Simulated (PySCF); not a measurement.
## `C[C@@H]1O[C@@H]1OC=O`, C₄H₆O₃

Geometry (Å), atoms numbered from 1 in this order:
```xyz
13

C    -1.7862    0.1633    0.7180
C    -1.0646   -0.0849   -0.5786
O    -0.4327   -1.3326   -0.7617
C     0.3926   -0.2395   -0.6228
O     1.1057   -0.1589    0.5866
C     2.4003    0.1300    0.5233
O     3.0359    0.3733   -0.4556
H    -1.8935    1.2339    0.8758
H    -2.7738   -0.2903    0.6853
H    -1.2256   -0.2676    1.5427
H    -1.5507    0.2967   -1.4740
H     0.9872    0.0512   -1.4850
H     2.8010    0.1260    1.5497
```

Computed, not measured: TDDFT CAM-B3LYP/def2-SVPD circular dichroism and optical rotation, one conformer, gas phase in PySCF 2.14.0. Geometry: GFN2-xTB.

The molecule is flexible and this is one conformer; a measurement averages over conformers.

Task: Draw the ECD and absorption spectra from the lowest 8 states, each a Gaussian of half-width 0.2 eV at 1/e height.

Result: 
| E (eV) | λ (nm) | Δε (L mol⁻¹ cm⁻¹) | ε (L mol⁻¹ cm⁻¹) |
| --- | --- | --- | --- |
| 5.39 | 230 | 0.00 | 0.25 |
| 5.54 | 224 | +0.01 | 6.06 |
| 5.69 | 218 | +0.07 | 47.7 |
| 5.84 | 212 | +0.18 | 122 |
| 5.99 | 207 | +0.15 | 101 |
| 6.14 | 202 | +0.04 | 27.2 |
| 6.29 | 197 | 0.00 | 2.37 |
| 6.44 | 192 | 0.00 | 0.0673 |
| 6.59 | 188 | 0.00 | 0 |
| 6.74 | 184 | 0.00 | 0 |
| 6.89 | 180 | 0.00 | 0 |
| 7.04 | 176 | 0.00 | 2.98 |
| 7.19 | 172 | +0.12 | 132 |
| 7.34 | 169 | +1.75 | 1900 |
| 7.49 | 165 | +8.16 | 8890 |
| 7.64 | 162 | +12.38 | 13500 |
| 7.79 | 159 | +5.97 | 6690 |
| 7.94 | 156 | -1.66 | 1650 |
| 8.09 | 153 | -17.09 | 3080 |
| 8.24 | 150 | -34.80 | 5740 |
| 8.39 | 148 | -20.33 | 5190 |
| 8.54 | 145 | -2.46 | 3600 |
| 8.69 | 143 | +2.26 | 2880 |

Δε uses R in velocity form, ε uses f in length form. Only the states computed contribute, so the short-wavelength end is incomplete.
